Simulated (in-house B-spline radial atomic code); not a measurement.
Te⁺. Computed with a B-spline radial atomic code. Model: non-relativistic spherical atom: semilocal Troullier-Martins pseudo-atom, one channel per l, against all electrons, high spin, G0W0 and RPA with empty states to l = 8, local potential for every l without a channel, a model core (radius 0 = none) keeps its share of the functional.

Without relativity these are model numbers for so heavy an element.

What the tables leave out is listed at the end.

The pseudopotential gives back the lowest level of each angular momentum of its own functional in the configuration it was made in; a second state of the same l is only approximately right. Exact exchange, RPA and GW see the smooth pseudo-orbitals and miss the exchange with the core, for which the functional's share stands in. The column with an uncorrelated core keeps all orbitals and exact exchange, and so separates missing core correlation from pseudisation. Only the three outermost levels and the lowest empty one were computed. RPA here is direct RPA, with no exchange kernel, and its energies carry an (l + 1/2)⁻⁴ tail. A hybrid on a potential with a model core restores only its own semilocal share of the core's exchange.

Command:
```bash
python run_psgw.py task.json out
```
Settings (lengths in bohr, energies in hartree):
```
Z                      52
electrons              51
configuration          [Kr] 4d10 5s2 5p3
generated_in           [Kr] 4d10 5s2 5p4
functional             pbe,pbe
core_shells            8
radius_factor          0.9
core_correction        False
```

Run time, properties included: 46 s on 1 thread of Arm Neoverse N1, on a shared host.

Given: made with PBE; model core radius 0 bohr; local radius 0.918 bohr; mean-field start PBE.

Valence shells of the generating configuration: 4d, 5s, 5p.

Channel: s 1.694, p 1.981, d 0.731 (radii in bohr).

Computed: largest level miss in the spin-unpolarised generating configuration 0.001 eV; valence RPA correlation energy all-electron orbitals -0.87053 hartree; valence RPA correlation energy pseudo -1.2424 hartree; pseudo-atom RPA polarisability 19.944 bohr³.

```
          level  occupied  mean-field all-electron (eV)  mean-field pseudo minus all (eV)  G0W0 all-electron (eV)  G0W0 uncorrelated core minus all (eV)  G0W0 pseudo minus all (eV)  exchange self-energy all-electron (eV)  exchange self-energy pseudo (eV)
          5p up         1                       -14.538                             -0.01                 -18.853                                  0.011                      -0.403                                 -17.439                           -16.519
        5s down         1                       -20.767                             0.096                 -25.077                                  0.048                      -0.405                                 -16.344                           -14.314
5p down (empty)         0                       -12.258                             0.071                 -9.2575                                  0.029                       -0.35                                 -5.3162                           -4.3415
```

What is the all-electron RPA polarisability, core included?

19.953 bohr³.

Given: mean-field start PBE0.

Computed: valence RPA correlation energy all-electron orbitals -0.82414 hartree; all-electron RPA polarisability, core included 17.773 bohr³; pseudo-atom RPA polarisability 17.289 bohr³.

```
          level  occupied  mean-field all-electron (eV)  mean-field pseudo minus all (eV)  G0W0 all-electron (eV)  G0W0 uncorrelated core minus all (eV)  G0W0 pseudo minus all (eV)  exchange self-energy all-electron (eV)  exchange self-energy pseudo (eV)
          5p up         1                        -15.79                            -0.154                 -19.017                                  0.013                      -0.406                                 -17.432                           -16.798
        5s down         1                       -21.711                             0.059                 -25.107                                  0.052                      -0.359                                 -16.167                           -14.319
5p down (empty)         0                       -11.207                            -0.053                 -9.0768                                   0.03                      -0.237                                 -5.0398                           -4.2738
```

What is the valence RPA correlation energy pseudo?

-1.1941 hartree.

Given: mean-field start Hartree-Fock.

Computed: valence RPA correlation energy pseudo -1.073 hartree; all-electron RPA polarisability, core included 14.222 bohr³; pseudo-atom RPA polarisability 12.758 bohr³.

```csv
level,occupied,mean-field all-electron (eV),mean-field pseudo minus all (eV),G0W0 all-electron (eV),G0W0 uncorrelated core minus all (eV),G0W0 pseudo minus all (eV),exchange self-energy all-electron (eV),exchange self-energy pseudo (eV)
5p up,1,-18.78,-0.828,-19.337,0.016,-0.323,-17.178,-17.468
5s down,1,-23.167,-0.007,-25.111,0.058,-0.09,-15.584,-14.203
5s up,?,?,?,?,?,?,?,?
5p down (empty),0,-7.1578,-0.281,-8.7821,0.026,0.03,-3.9792,-3.7709
```

What belongs in the row 5s up?

occupied: 1; mean-field all-electron (eV): -30.34; mean-field pseudo minus all (eV): -0.683; G0W0 all-electron (eV): -28.674; G0W0 uncorrelated core minus all (eV): 0.037; G0W0 pseudo minus all (eV): -0.482; exchange self-energy all-electron (eV): -22.627; exchange self-energy pseudo (eV): -22.109.

What is the valence RPA correlation energy all-electron orbitals?

-0.71351 hartree.

Among the listed levels the largest G0W0 shift of the pseudo-atom is -0.48 eV, for 5s up on the Hartree-Fock start, while leaving the core uncorrelated moves that level by +0.04 eV. So pseudisation and the lost core exchange, not the missing core correlation, make the error. Not in the tables (levels of low weight, unsolved or above zero; the highest and the empty levels are kept at any weight): on PBE the G0W0 levels 5s up (pseudo minus all -0.12 eV, weights 0.19 and 0.21); on PBE0 the G0W0 levels 5s up (pseudo minus all -0.17 eV, weights 0.31 and 0.36).
